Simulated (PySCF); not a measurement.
# A small calculation by hand: dipole moment from atomic charges

BF2Cl, SMILES FB(F)Cl. Atoms are numbered in the order given.

```xyz
4

B      0.0000     0.0000    -0.4412
F      0.0000    -1.1416    -1.1133
F      0.0000     1.1416    -1.1133
Cl     0.0000     0.0000     1.3085
```

The structure is a stationary point at PBE-D3(BJ)/def2-TZVP.

Charges (e) from PBE0/def2-TZVPD (PySCF):

```
atom  ESP fit     IAO
----  -------  ------
B1      0.535   0.699
F2     -0.207  -0.312
F3     -0.207  -0.312
Cl4    -0.121  -0.075
```

The dipole moment of the full density is 0.32 D.

Q: What dipole moment does each set of point charges give, and which comes closer to that of the density?

A: 
μ = Σ q r, and 1 e Å = 4.8032 D.
ESP fit: Σ q r = (0.000, 0.000, 0.067) e Å, |μ| = 0.32 D.
IAO: Σ q r = (0.000, 0.000, 0.288) e Å, |μ| = 1.38 D.
ESP fit comes closer in size. Point charges leave out the atoms' own dipoles (lone pairs, polarised bonds); fits to the potential absorb them, partitions of the density don't.
